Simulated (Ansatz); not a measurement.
The same path of a periodic cell of 17 atoms, Mo$_{16}$F (host Mo, host structure bcc, interstitial F) was run twice with different band settings. Lost on the way: Mo8–F17. Made: Mo16–F17.

Computed with DFT PBE, scalar-relativistic, plane waves, PAW in Ansatz 0.2.0. Settings: cutoff 420 eV, k mesh 3x3x3, fermi-dirac smearing 0.1 eV, no spin polarisation.

Relaxed end points:

```xyz
17
Lattice="6.3000 0.0000 0.0000 0.0000 6.3000 0.0000 0.0000 0.0000 6.3000" Properties=species:S:1:pos:R:3
Mo 0.027 0.002 -0.027
Mo 3.124 0.002 -0.027
Mo 0.015 3.153 -0.005
Mo 0.011 0.002 3.169
Mo 1.575 1.567 1.558
Mo 3.136 3.153 -0.005
Mo 3.139 0.002 3.169
Mo 4.725 1.389 1.417
Mo 0.189 3.151 3.311
Mo 1.575 4.738 1.560
Mo 1.575 1.550 4.755
Mo 2.961 3.152 3.311
Mo 4.725 4.915 1.416
Mo 4.725 1.563 4.734
Mo 1.575 4.753 4.756
Mo 4.725 4.742 4.733
F 4.725 3.152 2.364
```

```xyz
17
Lattice="6.3000 0.0000 0.0000 0.0000 6.3000 0.0000 0.0000 0.0000 6.3000" Properties=species:S:1:pos:R:3
Mo 0.029 0.024 0.000
Mo 3.125 0.024 0.000
Mo 0.012 3.127 0.000
Mo 0.015 0.001 3.150
Mo 1.577 1.541 1.548
Mo 3.142 3.127 0.000
Mo 3.139 0.001 3.150
Mo 4.727 1.564 1.562
Mo 0.191 2.985 3.150
Mo 1.577 4.738 1.565
Mo 1.577 1.541 4.752
Mo 2.963 2.984 3.150
Mo 4.728 4.880 1.386
Mo 4.727 1.564 4.738
Mo 1.577 4.738 4.734
Mo 4.728 4.880 4.914
F 4.726 3.932 3.150
```

Common settings: climbing image yes; end points relaxed.

| run | movable images | spring | optimiser | start path | force threshold | iteration limit |
| --- | --- | --- | --- | --- | --- | --- |
| 1 | 7 | 5.0 eV/Å² | quadratic models (default) | straight line | 0.03 eV/Å | 30 |
| 2 | 3 | 50.0 eV/Å² | fire | default | 0.05 eV/Å | 50 |

What does each run give, and how far can it be trusted?

Run 1: converged after 6 iterations, highest image 0.376 eV above the first end. By the program's own check the climbing image is a first-order saddle point (lowest curvatures found: -6.53 and 2.51 eV/Å²).
Run 2: converged after 25 iterations, highest image 0.376 eV above the first end. The order of the stationary point at the top wasn't checked.
Limits of this set-up: coarse k mesh, odd electron count without spin, a small cell, in which the defect meets its images.
